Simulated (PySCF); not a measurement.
## Deuteron quadrupole couplings in `CN[SiH](NC)[Si](O)(O)[SiH3]`

Compound: C2H14N2O2Si3.
Numbering: `[CH3:1][NH:2][SiH:3]([NH:4][CH3:5])[Si:6]([OH:7])([OH:8])[SiH3:9]` (hydrogens: H10, H11, H12 on C1; H13 on N2; H14 on Si3; H15 on N4; H16, H17, H18 on C5; H19 on O7; H20 on O8; H21, H22, H23 on Si9)

Geometry (GFN2-xTB, Å), atoms numbered from 1 in this order:
```xyz
23
C2H14N2O2Si3 angstrom
C     -1.0843    2.5481    0.4254
N     -1.4745    1.3295   -0.2383
Si    -0.9837   -0.2140    0.3733
N     -1.9289   -1.2891   -0.6018
C     -1.6186   -2.6980   -0.5977
Si     1.3107   -0.3832    0.1172
O      1.6806   -0.8712   -1.4239
O      1.6992   -1.7220    0.9765
Si     2.7755    1.3350    0.6572
H     -1.2223    3.4016   -0.2422
H     -0.0314    2.4862    0.6954
H     -1.6574    2.7312    1.3416
H     -2.4379    1.3855   -0.5360
H     -1.4544   -0.5294    1.7428
H     -2.1775   -0.9751   -1.5292
H     -1.4315   -3.0050    0.4282
H     -2.4602   -3.2731   -0.9879
H     -0.7268   -2.9383   -1.1881
H      1.4826   -0.3078   -2.1647
H      2.3434   -2.3321    0.6268
H      4.1968    0.9639    0.7231
H      2.7264    2.4387   -0.3173
H      2.4694    1.9455    1.9575
```

Level: PBE0/pcSseg-1 (PySCF, non-relativistic); Q(2H) = 0.00286 b; rigid geometry, the same for H and D, with no vibrational averaging.

Question: Rank these positions by the coupling χzz of a deuteron there, largest first.
A. H12 (methyl hydrogen)
B. H11 (methyl hydrogen)
C. H14 (Si–H hydrogen)
D. H13 (N–H hydrogen)
E. H20 (hydroxyl hydrogen)
F. H21 (Si–H hydrogen)

Answer: E (345 kHz), D (280 kHz), B (208 kHz), A (198 kHz), F (109 kHz), C (100 kHz).

Question: What are Vzz, η and χzz (234.96 MHz × Q × Vzz) at all hydrogens?

Answer: 
```csv
atom,bonded to,bond length (Å),Vzz (au),η,χzz (kHz)
H10,C1,1.092,0.3029,0.05,204
H11,C1,1.089,0.3095,0.08,208
H12,C1,1.096,0.2940,0.05,198
H13,N2,1.010,0.4171,0.17,280
H14,Si3,1.482,0.1481,0.05,100
H15,N4,1.010,0.4177,0.17,281
H16,C5,1.087,0.3092,0.08,208
H17,C5,1.092,0.3050,0.05,205
H18,C5,1.096,0.2922,0.05,196
H19,O7,0.951,0.5211,0.06,350
H20,O8,0.954,0.5129,0.06,345
H21,Si9,1.470,0.1617,0.01,109
H22,Si9,1.473,0.1593,0.01,107
H23,Si9,1.469,0.1621,0.01,109
```

Question: Average by the element that carries the hydrogen.

Answer: on C: 203 kHz over 6 positions, mean bond length 1.092 Å; on N: 280 kHz over 2 positions, mean bond length 1.010 Å; on Si: 106 kHz over 4 positions, mean bond length 1.474 Å; on O: 347 kHz over 2 positions, mean bond length 0.953 Å.

Question: Give the 2H NMR doublet splittings at H12 for a magnetic field along the z, y and x axes of the gradient: 3χ/2, 3χ(1 + η)/4, 3χ(1 − η)/4.

Answer: With |χ| = 197.6 kHz and η = 0.045: 296, 155 and 141 kHz, to first order and without motion.

One conformer (not necessarily the lowest) at the GFN2-xTB geometry, without solvent, vibrations or thermal averaging. GFN2-xTB bond lengths can be off by several hundredths of an ångström, more for odd bonds, and the gradients follow them. A larger basis could move these couplings by a tenth or more.
